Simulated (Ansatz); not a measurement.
`COB(S)Br` + CH₄ → `CB(S)Br` + CH₃OH  (formal exchange of groups at a B–O bond)

Computed with Ansatz on PBE0-D4/def2-TZVP structures; ΔE is electronic, products minus reactants. CBS: MP2 limit from def2 TZ/QZ plus the TZ coupled-cluster correction, frozen cores. This one scheme is used for every species. Functionals use def2-TZVPP. B3LYP here is the variant with VWN-RPA as its local correlation; programs differ in this. HSE06 is defined as in plane-wave codes. For Br outer-core shells are correlated without core-valence functions, which leaves a few kJ/mol of doubt a bond. Scalar relativity is left out up to krypton. One conformer a species, not always the lowest.

(1) Is it downhill or uphill in electronic energy at CCSD(T)/CBS, and by how much? (Best estimate.)

(2) What do these levels give: r2SCAN-D4, r2SCAN0-D4, BHLYP-D4, ωB97X-V, B3LYP, HSE06? (An estimate is asked.)

(3) What do rigid-rotor, harmonic-oscillator terms from PBE0-D4/def2-TZVP frequencies (298.15 K, 1 bar) make of the CCSD(T)/CBS value? (Best estimate.)

Largest T1 diagnostic among the species: 0.011.

## Answers

(1) Computed: Uphill: ΔE = +28.9 kcal/mol.

(2) The calculation gave: r2SCAN-D4 29.9, r2SCAN0-D4 29.5, BHLYP-D4 30.5, ωB97X-V 29.3, B3LYP 29.5, HSE06 27.8 kcal/mol.

(3) Ansatz gave: ΔZPE = +0.2 kcal/mol, ΔH = +28.8 kcal/mol, ΔS = 30 J/(mol·K), ΔG = +26.6 kcal/mol.

Leaving LDA and LC-ωPBE aside and taking each functional with its dispersion term where it has one, the values, not all of them listed here, spread over 2.6 kcal/mol, from HSE06-D4 to CAM-B3LYP-D4. LDA lies +1.8 kcal/mol from PBE without D4. At CCSD(T), def2-SVP lies +4.2 kcal/mol from the extrapolated value and def2-TZVPP +0.5 kcal/mol.
